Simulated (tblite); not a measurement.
Species: CH₅BF₂SSi.
Geometry (GFN2-xTB, Å), atoms numbered from 1 in this order:
```
atom  x, y, z in Å
F1    -0.976    1.738   -0.061
B2    -1.479    0.567   -0.416
F3    -2.201    0.604   -1.513
C4    -1.143   -0.752    0.359
S5     0.399   -1.376   -0.458
Si6    1.837    0.153    0.033
H7    -0.926   -0.631    1.418
H8    -1.868   -1.551    0.225
H9     1.603    0.505    1.428
H10    1.671    1.293   -0.858
H11    3.091   -0.547   -0.183
```

Computed with GFN2-xTB (tblite): harmonic, unscaled wavenumbers at the GFN2-xTB geometry, gas phase. The method is semi-empirical: single wavenumbers can be off by several per cent or more. Modes of hydrogen on silicon can be 10 to 20 % off. One conformer, not necessarily the lowest.

Harmonic wavenumbers (cm⁻¹): 29.5, 64.0, 92.1, 145.4, 173.3, 297.6, 430.4, 493.9, 518.0, 534.8, 565.2, 686.7, 738.2, 768.7, 774.5, 778.1, 809.7, 1038.2, 1145.0, 1252.6, 1293.5, 1428.1, 2313.0, 2331.4, 2368.0, 3007.4, 3032.9.

A = 3366, B = 1521, C = 1208 MHz; mass 125.994 u (most abundant isotopes); point group C1, symmetry number 1.

Q: Zero-point energy?

A: Half the sum of the wavenumbers: 13555 cm⁻¹ = 162.16 kJ/mol.

Q: Entropy at 500 K, 1 bar (ideal gas, RRHO, classical rotation)?

A: Translation 179.92, rotation 125.03, vibration 165.69: S = 470.6 J/(mol K).

Q: And Cp and H(500 K) − H(0)?

A: Cp = 168.89 J/(mol K), of which vibrations give 135.63 (their classical limit is 27 R = 224.5); H(500 K) − H(0) = 55.71 kJ/mol without the zero-point energy, 39.08 from vibrations.

Q: Blend soft modes into free rotors: weight 1/[1 + (100 cm⁻¹/ν̃)⁴] for the oscillator and the rest for a rotor with moment μB/(μ + B), μ = h/(8π²ν), B = 10⁻⁴⁴ kg m². What vibrational entropy results?

A: 146.92 J/(mol K) in place of 165.69, which changes −T·S at 500 K by +9.38 kJ/mol.

Q: Which modes carry the vibrational entropy at 500 K?

A: 29.5 cm⁻¹: 28.82; 64.0 cm⁻¹: 22.39; 92.1 cm⁻¹: 19.38; 145.4 cm⁻¹: 15.62; 173.3 cm⁻¹: 14.19; 297.6 cm⁻¹: 9.85 J/(mol K); the other 21 give 55.43 together.

Q: What must be added to the electronic energy to get the Gibbs energy at 500 K and 1 bar?

A: ZPE + [H(500 K) − H(0)] − T·S = 162.16 + 55.71 − 235.32 = -17.45 kJ/mol.

Hindered rotation and anharmonicity are outside this model. Other conformers, if any are populated, would add a mixing term that is left out. The structure is chiral; the term R ln 2 for an equal mix with its mirror image is left out.
